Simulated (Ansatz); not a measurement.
Abridged output of a molecular run in Ansatz:

```
Functional definition: HF
1324 factors; integrals over basis functions are off by at most 8.6e-4 eV
mean field evaluation 1: about -66976.7350 eV, gradient 2.3e1 eV
mean field evaluation 2: about -66976.7395 eV, gradient 2.3e1 eV
mean field evaluation 4: about -66980.0611 eV, gradient 3.1e0 eV
mean field evaluation 8: about -66980.1805 eV, gradient 2.2e-1 eV
mean field -66980.18204581 eV, -2461.4762893856 hartree, gradient 5.8e-6 eV, S^2 0.766242; 0 other end points of the search recorded, 0 dependent functions left out
16 core orbitals not correlated: weight in the atoms' cores, before any rotation towards them, 1.000 or more for the frozen orbitals, at most 0.000 for the correlated occupied ones
reference -66980.18204581 eV, -2461.4762893856 hartree; 17, 16 occupied and 189, 190 virtual orbitals, 1324 factors
second order -20.22400632 eV of doubles, -0.00000000 eV of singles
cycle   1  -20.56316167 eV  change   -3.4e-1 eV  update   1.0e-1
cycle   2  -21.12760517 eV  change   -5.6e-1 eV  update   3.2e-2
cycle   3  -21.23659747 eV  change   -1.1e-1 eV  update   1.7e-2
cycle   4  -21.23015635 eV  change    6.4e-3 eV  update   5.5e-3
cycle   5  -21.22844652 eV  change    1.7e-3 eV  update   2.6e-3
cycle   6  -21.22858790 eV  change   -1.4e-4 eV  update   1.1e-3
cycle   7  -21.22888478 eV  change   -3.0e-4 eV  update   4.7e-4
cycle   8  -21.22895599 eV  change   -7.1e-5 eV  update   2.2e-4
cycle   9  -21.22897516 eV  change   -1.9e-5 eV  update   8.3e-5
cycle  10  -21.22892366 eV  change    5.1e-5 eV  update   3.6e-5
cycle  11  -21.22895408 eV  change   -3.0e-5 eV  update   1.6e-5
perturbative correction -0.89352260 eV, -0.0328363498 hartree
Total energy: -67002.30452249 eV, -2462.2892754085 hartree
Checks for a lower state left out: cluster_reference
```

Its atoms:

```xyz
9

C     0.507   -0.083    0.798
C    -0.732    0.424    0.085
Ga   -0.697    0.072   -1.911
Cl    0.946   -1.211   -2.581
H     1.415    0.402    0.434
H     0.440    0.111    1.874
H     0.643   -1.158    0.663
H    -1.648   -0.059    0.440
H    -0.875    1.502    0.198
```

(1) Which basis set was used?
A. cc-pV(Q+d)Z
B. def2-TZVPP
C. def2-TZVPPD
D. def2-QZVPP

(2) Write the keys of the input that set method, charge and spin (a neutral closed shell needs none for the last two).

## Answers

(1) B. It gives 222 functions.

(2) 
```yaml
magnetization: {spin_polarized: true, initial_magnetization: 1}
correlation: {method: ccsd_t}
scf: {omitted_lower_state_checks: [cluster_reference]}
```
